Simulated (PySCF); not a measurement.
**Two-component Hartree-Fock for Tb (terbium, neutral)**

Start: [Xe] 4f9 6s2; 4f5/2 filled at m_j = -5/2, -3/2, -1/2, +1/2, +3/2, +5/2; 4f7/2 filled at m_j = +3/2, +5/2, +7/2. Calculated with PySCF 2.14 in x2c-TZVPall-2c with one added diffuse shell each of s, p, d, f type (12s12p11d5f1g, 147 functions): generalised Hartree-Fock with the X2C-1e Hamiltonian and a Gaussian nucleus; one run each with spin-orbit coupling (SO) switched off, then screened by Boettger's factors.

```csv
spinor shell,electrons,"ε, spin-free (eV)","ε, screened SO (eV)",weight of nominal j (screened SO),"rms radius, screened SO (bohr)"
1s1/2,2,-52256.3,-52246.0,1.000,0.0245
2s1/2,2,-8785.0,-8781.8,1.000,0.0989
2p1/2,2,-7801.5,-8328.3,1.000,0.0846
2p3/2,4,-7801.5,-7577.0,1.000,0.0911
3s1/2,2,-1999.7,-1998.7,1.000,0.255
3p1/2,2,-1690.3,-1801.3,1.000,0.246
3p3/2,4,-1690.3,-1642.2,1.000,0.260
3d3/2,4,-1285.6,-1306.2,0.998,0.232
3d5/2,6,-1285.6,-1270.8,0.999,0.236
4s1/2,2,-419.76,-419.44,1.000,0.576
4p1/2,2,-315.32,-341.50,0.986,0.592
4p3/2,4,-315.32,-303.83,0.993,0.621
4d3/2,4,-168.80,-176.98,0.790,0.671
4d5/2,6,-168.80,-163.09,0.860,0.678
5s1/2,2,-58.161,-58.109,1.000,1.44
5p1/2,2,-30.946,-34.742,0.941,1.62
5p3/2,4,-30.946,-29.288,0.970,1.75
4f5/2,6,-13.971,-13.580,0.722,0.986
4f7/2,3,-13.971,-14.578,0.805,0.971
6s1/2,2,-5.044,-5.046,1.000,4.80
```

```
   quantity     spin-free   screened SO
E (hartree)  -11700.64944  -11708.76135
        M_J          15/2          15/2
       ⟨J²⟩        63.773        63.779
       ⟨L²⟩        30.011        30.563
       ⟨S²⟩         8.762         8.641
```

Each row is a mean over spinors that exchange with the open shell spreads, by up to 15.208 eV (4d5/2).

Rows whose weight is well below 1 are mixtures of j = l ± 1/2: exchange outweighs spin-orbit coupling there, and the label is only the starting occupation.

Breit and QED terms are absent; they matter most for the inner s and p1/2 levels.

Densities and radii are taken from the X2C orbitals without a picture-change correction, which distorts them close to the nucleus.

Without spin-orbit coupling the j labels of p, d and f shells carry no meaning; the spin-free column gives the mean over the occupied spinors of each nl shell.
